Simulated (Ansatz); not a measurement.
Ansatz (an electronic-structure program) input file for Pb(Cl)2 cation (Cl2Pb), SMILES [Cl][Pb][Cl] (connectivity only; charge and spin as stated), charge +1, multiplicity 2, B3LYP-D3(BJ)/def2-TZVP. 

Ansatz 0.2 input:
```yaml
crystal:
  periodic: [false, false, false]
  atoms:
    - {symbol: Pb, position_ang: [-0.00000000, 0.00000000, 0.63508793]}
    - {symbol: Cl, position_ang: [0.00000000, -1.36472814, -1.53168266]}
    - {symbol: Cl, position_ang: [-0.00000000, 1.36472814, -1.53168266]}
basis:
  gaussian:
    orbitals: def2-TZVP
hamiltonian:
  xc: b3lyp
  dispersion: d3bj
total_charge: 1
magnetization: {spin_polarized: true, initial_magnetization: 1}
relax: {f_tol: 0.002, max_steps: 200}
```

It prints:

```
WARN ansatz: RAYON_NUM_THREADS=1 ignored (pool sized by the plan → 1); use --threads N
Functional definition: B3LYP
integrals: 0.05 GiB planned
956 factors; their error is unknown
mean field: 0.66 GiB planned
mean field evaluation 1: about -30277.9426 eV, gradient 4.1e1 eV
mean field evaluation 2: about -30172.0659 eV, gradient 1.3e2 eV
mean field evaluation 4: about -30290.0999 eV, gradient 8.0e0 eV
mean field evaluation 8: about -30290.5232 eV, gradient 6.1e-2 eV
mean field evaluation 16: about -30290.6122 eV, gradient 8.6e-5 eV
mean field evaluation 32: about -30288.6676 eV, gradient 7.6e-1 eV
mean field -30290.61218623 eV, -1113.1594661296 hartree, gradient 6.4e-5 eV, S^2 0.755248; 3 other end points of the search recorded, 0 dependent functions left out
the calculation of the forces begins
reference -30290.61241441 eV, -1113.1594745152 hartree; 28, 27 occupied and 96, 97 virtual orbitals, 956 factors
relax step   1: F+E_penalty+E_count = -30290.81631657 eV  Δ(F+E_penalty+E_count) = +0.000e0 eV  max|allowed force component| = 7.780e-2 eV/Å  Δτ_max = 0.0000 Å  (103 SCF iters, accepted)
these checks for a lower state are left out or cut short: starts, cluster_reference, orbital_swaps, neighbouring_geometries, increment
integrals: 0.05 GiB planned
956 factors; their error is unknown
mean field: 0.66 GiB planned
mean field -30290.61237201 eV, -1113.1594729568 hartree, gradient 9.0e-6 eV, S^2 0.755244; 0 other end points of the search recorded, 0 dependent functions left out
the calculation of the forces begins
reference -30290.61260044 eV, -1113.1594813515 hartree; 28, 27 occupied and 96, 97 virtual orbitals, 956 factors
relax step   2: F+E_penalty+E_count = -30290.81651611 eV  Δ(F+E_penalty+E_count) = -1.995e-4 eV  max|allowed force component| = 5.259e-2 eV/Å  Δτ_max = 0.0084 Å  (41 SCF iters, accepted)
these checks for a lower state are left out or cut short: starts, cluster_reference, orbital_swaps, neighbouring_geometries, increment
integrals: 0.05 GiB planned
956 factors; their error is unknown
mean field: 0.66 GiB planned
mean field -30290.61245727 eV, -1113.1594760903 hartree, gradient 8.7e-6 eV, S^2 0.755237; 0 other end points of the search recorded, 0 dependent functions left out
the calculation of the forces begins
reference -30290.61268558 eV, -1113.1594844804 hartree; 28, 27 occupied and 96, 97 virtual orbitals, 956 factors
relax step   3: F+E_penalty+E_count = -30290.81662989 eV  Δ(F+E_penalty+E_count) = -1.138e-4 eV  max|allowed force component| = 1.765e-4 eV/Å  Δτ_max = 0.0030 Å  (40 SCF iters, accepted)
integrals: 0.05 GiB planned
956 factors; their error is unknown
mean field: 0.66 GiB planned
mean field evaluation 64: about -30290.5206 eV, gradient 8.6e-1 eV
mean field -30290.61245727 eV, -1113.1594760903 hartree, gradient 1.0e-5 eV, S^2 0.755237; 3 other end points of the search recorded, 0 dependent functions left out
the calculation of the forces begins
reference -30290.61268558 eV, -1113.1594844804 hartree; 28, 27 occupied and 96, 97 virtual orbitals, 956 factors
Total energy: -30290.81685820 eV, -1113.1669876858 hartree
Atom 0 at     0.000000     0.000000     0.640572 Å, force    -0.000000    -0.000000    -0.000015 eV/Å
Atom 1 at    -0.000000    -1.361289    -1.534425 Å, force     0.000000     0.000177     0.000008 eV/Å
Atom 2 at    -0.000000     1.361289    -1.534425 Å, force     0.000000    -0.000177     0.000008 eV/Å
Dipole moment:    -0.000000     0.000000     0.624068 e Å
```

The calculation finished and met its thresholds.
